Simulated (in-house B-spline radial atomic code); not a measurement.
Inner levels of bismuth as electrons are removed. A shift is the extra binding of the orbital against the neutral atom ([Xe] 4f14 5d10 6s2 6p3). Computed with a radial B-spline atomic code at the basis-set limit: non-relativistic Hartree-Fock, average of the configuration, point nuclei.

This level leaves out relativity, spin-orbit splitting included, which matters for heavy ions.

```csv
ion,configuration,shift of 4f (eV),shift of 4p (eV),shift of 4s (eV),radius of 4f (bohr),radius of 4p (bohr),radius of 4s (bohr),Σ<r²> (bohr²),change of density at nucleus (bohr⁻³)
Bi,[Xe] 4f14 5d10 6s2 6p3,0,0,0,0.43042,0.42055,0.4179,81.171,-
Bi+,[Xe] 4f14 5d10 6s2 6p2,7.9453,7.9396,7.9508,0.43041,0.42055,0.4179,65.173,4.84
Bi2+,[Xe] 4f14 5d10 6s2 6p1,17.086,17.071,17.096,0.43039,0.42055,0.41789,53.382,10.477
Bi3+,[Xe] 4f14 5d10 6s2,27.217,27.187,27.23,0.43036,0.42055,0.41788,43.981,16.721
Bi4+,[Xe] 4f14 5d10 6s1,39.23,39.186,39.172,0.43031,0.42054,0.4179,37.419,-14.052
Bi5+,[Xe] 4f14 5d10,51.988,51.927,51.845,0.43024,0.42052,0.41792,31.69,-51.697
Bi6+,[Xe] 4f14 5d9,72.287,72.266,72.199,0.42982,0.42045,0.41787,29.296,-43.166
Bi7+,[Xe] 4f14 5d8,93.501,93.524,93.473,0.42933,0.42036,0.4178,27.118,-33.679
Bi8+,[Xe] 4f14 5d7,115.57,115.64,115.61,0.42876,0.42025,0.41771,25.117,-23.253
Bi9+,[Xe] 4f14 5d6,138.46,138.58,138.57,0.42812,0.42013,0.41761,23.265,-11.923
Bi10+,[Xe] 4f14 5d5,162.13,162.3,162.32,0.4274,0.41998,0.41749,21.542,0.285
Bi11+,[Xe] 4f14 5d4,186.55,186.77,186.81,0.42662,0.41982,0.41735,19.929,13.347
Bi12+,[Xe] 4f14 5d3,211.68,211.96,212.03,0.42577,0.41963,0.4172,18.415,27.245
Bi13+,[Xe] 4f14 5d2,237.52,237.85,237.95,0.42486,0.41942,0.41703,16.988,41.984
Bi14+,[Xe] 4f14 5d1,264.04,264.42,264.56,0.42389,0.4192,0.41684,15.64,57.512
Bi15+,[Xe] 4f14,291.21,291.65,291.82,0.42286,0.41894,0.41664,14.361,73.84
Bi16+,[Kr] 4d10 4f14 5s2 5p5,320.85,321.07,321.37,0.42159,0.41915,0.4164,13.305,94.056
Bi17+,[Kr] 4d10 4f14 5s2 5p4,351,351.01,351.44,0.42029,0.41887,0.41614,12.289,114.9
Bi18+,[Kr] 4d10 4f14 5s2 5p3,381.67,381.44,382,0.41897,0.41858,0.41587,11.311,136.39
Bi19+,[Kr] 4d10 4f14 5s2 5p2,412.84,412.36,413.05,0.41762,0.41826,0.41558,10.367,158.54
Bi20+,[Kr] 4d10 4f14 5s2 5p1,444.51,443.75,444.59,0.41624,0.41792,0.41527,9.4555,181.33
Bi21+,[Kr] 4d10 4f14 5s2,476.67,475.62,476.6,0.41485,0.41756,0.41495,8.5752,204.78
Bi22+,[Kr] 4d10 4f13 5s2,526.18,523.98,525.27,0.40892,0.41545,0.41316,8.2022,257.43
Bi23+,[Kr] 4d10 4f13 5s1,560.13,557.65,558.32,0.40751,0.41497,0.41337,7.4207,-63.775
```
